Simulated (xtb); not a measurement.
propylene glycol (C₃H₈O₂), singlet, at a GFN2-xTB geometry; GFN2-xTB run with xtb 6.7.1.

Input for xtb:
```
$ xtb mol.xyz --gfn 2 --etemp 1000 --json

# file mol.xyz
13

C      1.83324331     0.13638099     0.35090210
C      0.42691443     0.30654220    -0.21207806
O     -0.28124422     1.34971891     0.43155499
C     -0.38814764    -0.99223231    -0.10847029
O     -1.67642873    -0.82208827    -0.63781928
H      2.36667096     1.08275455     0.30757844
H      1.78849069    -0.19345144     1.38820166
H      2.38133734    -0.60316406    -0.22521041
H      0.47213216     0.61355869    -1.26229834
H     -0.25594914     1.19385292     1.38370519
H      0.09000513    -1.79465989    -0.67338889
H     -0.44945832    -1.29548663     0.95090902
H     -1.96390590     0.07140544    -0.40150486
```

What does xtb print? Leave out banner, timings and long lists.


```
   ID    Z sym.   atoms
    1    6 C      1, 2, 4
    2    8 O      3, 5
    3    1 H      6-13

           -------------------------------------------------
          |                Calculation Setup                |
           -------------------------------------------------

           -------------------------------------------------
          |                 G F N 2 - x T B                 |
           -------------------------------------------------

          ...................................................
          :                      SETUP                      :
          :.................................................:
          :  # basis functions                  28          :
          :  # atomic orbitals                  28          :
          :  # shells                           18          :
          :  # electrons                        32          :
          :  max. iterations                   250          :
          :  Hamiltonian                  GFN2-xTB          :
          :  restarted?                      false          :
          :  GBSA solvation                  false          :
          :  PC potential                    false          :
          :  electronic temp.         1000.0000000     K    :
          :  accuracy                    1.0000000          :
          :  -> integral cutoff          0.2500000E+02      :
          :  -> integral neglect         0.1000000E-07      :
          :  -> SCF convergence          0.1000000E-05 Eh   :
          :  -> wf. convergence          0.1000000E-03 e    :
          :  Broyden damping             0.4000000          :
          :  net charge                          0          :
          :  unpaired electrons                  0          :
          ...................................................

 iter      E             dE          RMSdq      gap      omega  full diag
   1    -18.7698016 -0.187698E+02  0.394E+00   12.10       0.0  T
   2    -18.7938761 -0.240745E-01  0.215E+00   11.78       1.0  T
   3    -18.7944345 -0.558450E-03  0.739E-01   11.83       1.0  T
   4    -18.7947571 -0.322591E-03  0.130E-01   11.80       1.0  T
   5    -18.7947926 -0.354637E-04  0.685E-02   11.82       1.0  T
   6    -18.7947947 -0.205973E-05  0.142E-02   11.83       1.9  T
   7    -18.7947951 -0.405330E-06  0.649E-03   11.83       4.3  T
   8    -18.7947951 -0.384393E-07  0.193E-03   11.83      14.4  T
   9    -18.7947951 -0.267673E-08  0.335E-04   11.83      82.9  T
  10    -18.7947951 -0.272486E-09  0.124E-04   11.83     222.8  T

   *** convergence criteria satisfied after 10 iterations ***

         :::::::::::::::::::::::::::::::::::::::::::::::::::::
         ::                     SUMMARY                     ::
         :::::::::::::::::::::::::::::::::::::::::::::::::::::
         :: total energy             -18.622440078249 Eh    ::
         :: gradient norm              0.000078991820 Eh/a0 ::
         :: HOMO-LUMO gap             11.831837223888 eV    ::
         ::.................................................::
         :: SCC energy               -18.794789729613 Eh    ::
         :: -> isotropic ES            0.049733011788 Eh    ::
         :: -> anisotropic ES          0.001899805816 Eh    ::
         :: -> anisotropic XC          0.000843984228 Eh    ::
         :: -> dispersion             -0.005950939111 Eh    ::
         :: repulsion energy           0.172349651364 Eh    ::
         :: add. restraining           0.000000000000 Eh    ::
         :: total charge              -0.000000000000 e     ::
         :::::::::::::::::::::::::::::::::::::::::::::::::::::

           -------------------------------------------------
          |                Property Printout                |
           -------------------------------------------------

    * Orbital Energies and Occupations

         #    Occupation            Energy/Eh            Energy/eV
      -------------------------------------------------------------
         1        2.0000           -0.7018039             -19.0971
       ...           ...                  ...                  ...
         4        2.0000           -0.6158290             -16.7576
         5        2.0000           -0.6093181             -16.5804
         6        2.0000           -0.5768319             -15.6964
         7        2.0000           -0.5508782             -14.9902
         8        2.0000           -0.5447029             -14.8221
         9        2.0000           -0.5268268             -14.3357
        10        2.0000           -0.5119989             -13.9322
        11        2.0000           -0.4888295             -13.3017
        12        2.0000           -0.4830055             -13.1432
        13        2.0000           -0.4666988             -12.6995
        14        2.0000           -0.4536201             -12.3436
        15        2.0000           -0.4291767             -11.6785
        16        2.0000           -0.4066683             -11.0660 (HOMO)
        17                          0.0281437               0.7658 (LUMO)
        18                          0.0611537               1.6641
        19                          0.0870627               2.3691
        20                          0.1072298               2.9179
        21                          0.1298335               3.5329
        22                          0.1592392               4.3331
        23                          0.1699303               4.6240
        24                          0.1911710               5.2020
        25                          0.2171743               5.9096
        26                          0.2259461               6.1483
        27                          0.2471991               6.7266
        28                          0.2713372               7.3835
      -------------------------------------------------------------
                  HL-Gap            0.4348120 Eh           11.8318 eV
             Fermi-level           -0.1892623 Eh           -5.1501 eV

     #   Z          covCN         q      C6AA      α(0)
     1   6 C        3.752    -0.126    22.975     6.835
     2   6 C        3.723     0.099    19.045     6.232
     3   8 O        1.655    -0.449    21.833     6.308
     4   6 C        3.674     0.068    19.666     6.355
     5   8 O        1.655    -0.442    21.679     6.285
     6   1 H        0.925     0.056     2.241     2.341
     7   1 H        0.925     0.039     2.460     2.453
     8   1 H        0.925     0.046     2.374     2.410
     9   1 H        0.924     0.054     2.269     2.355
    10   1 H        0.805     0.289     0.755     1.365
    11   1 H        0.924     0.045     2.386     2.416
    12   1 H        0.923     0.018     2.771     2.603
    13   1 H        0.805     0.303     0.711     1.325

 Mol. C6AA /au·bohr⁶  :       1146.531208
 Mol. C8AA /au·bohr⁸  :      23408.671882
 Mol. α(0) /au        :         49.282860

Wiberg/Mayer (AO) data.
largest (>0.10) Wiberg bond orders for each atom

 ---------------------------------------------------------------------------
     #   Z sym  total        # sym  WBO       # sym  WBO       # sym  WBO
 ---------------------------------------------------------------------------
     1   6 C    3.995 --     2 C    1.003     8 H    0.985     7 H    0.985
                             6 H    0.984
     2   6 C    3.953 --     1 C    1.003     3 O    0.987     4 C    0.976
                             9 H    0.962
     3   8 O    1.970 --     2 C    0.987    10 H    0.899
     4   6 C    3.963 --     5 O    1.010     2 C    0.976    11 H    0.972
                            12 H    0.965
     5   8 O    1.957 --     4 C    1.010    13 H    0.885
     6   1 H    0.997 --     1 C    0.984
     7   1 H    0.998 --     1 C    0.985
     8   1 H    0.998 --     1 C    0.985
     9   1 H    0.997 --     2 C    0.962
    10   1 H    0.917 --     3 O    0.899
    11   1 H    0.998 --     4 C    0.972
    12   1 H    1.000 --     4 C    0.965
    13   1 H    0.908 --     5 O    0.885
 ---------------------------------------------------------------------------

Topologies differ in total number of bonds
Writing topology from bond orders to xtbtopo.mol

molecular dipole:
                 x           y           z       tot (Debye)
 q only:        0.599       0.048       0.516
   full:        0.748       0.075       0.786       2.763
molecular quadrupole (traceless):
                xx          xy          yy          xz          yz          zz
 q only:        0.508      -2.558      -2.627      -1.590      -0.135       2.119
  q+dip:       -0.970      -2.951      -3.279      -2.793      -0.652       4.249
   full:       -0.443      -3.340      -3.340      -2.538      -0.393       3.783

           -------------------------------------------------
          | TOTAL ENERGY              -18.622440078249 Eh   |
          | GRADIENT NORM               0.000078991820 Eh/α |
          | HOMO-LUMO GAP              11.831837223888 eV   |
           -------------------------------------------------

normal termination of xtb
```
